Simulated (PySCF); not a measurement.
Lowest empty level (eV) of eight silicon and germanium compounds: PBE beside CAM-B3LYP, computed with PySCF for isolated molecules in the bases named; differences from unrounded values. The eight are the first of their class met in an unordered collection, after screening for sound electronic states; none was chosen by its value. Each molecule has one DFT geometry for both levels.

```csv
molecule,basis,CAM-B3LYP,PBE,difference
"germylmethylgermane (CH8Ge2), SMILES [GeH3][CH2][GeH3]",def2-TZVP,1.26,-0.37,-1.63
"germylmethylsilane (CH₈GeSi), SMILES [SiH3][CH2][GeH3]",def2-TZVP,1.19,-0.48,-1.66
"GeF₂Cl₂, SMILES [F][Ge]([Cl])([F])[Cl]",def2-TZVP,-1.18,-3.25,-2.07
"Si(F)2(GeH3)(OH) (F₂GeH₄OSi), SMILES O[Si](F)(F)[GeH3]",def2-TZVP,1.03,-0.79,-1.82
"Ge(F)3(SeH) (F3GeHSe), SMILES [F][Ge]([F])([F])[SeH]",def2-TZVP,-0.90,-2.86,-1.96
"CH11NSi4, SMILES N[SiH2][SiH]1[SiH2]C[SiH2]1",def2-TZVP,0.35,-1.41,-1.76
"C2H4Cl2Si2, SMILES [SiH3]C#C[SiH](Cl)Cl",def2-TZVP,-0.20,-2.22,-2.02
"C2H8O2Si, SMILES C[C@H](O)[SiH2]O",def2-TZVP,1.27,-0.54,-1.81
```

PBE lies below CAM-B3LYP in 8 and above it in 0 of the eight; the mean signed difference is -1.84 and the largest -2.07 eV.
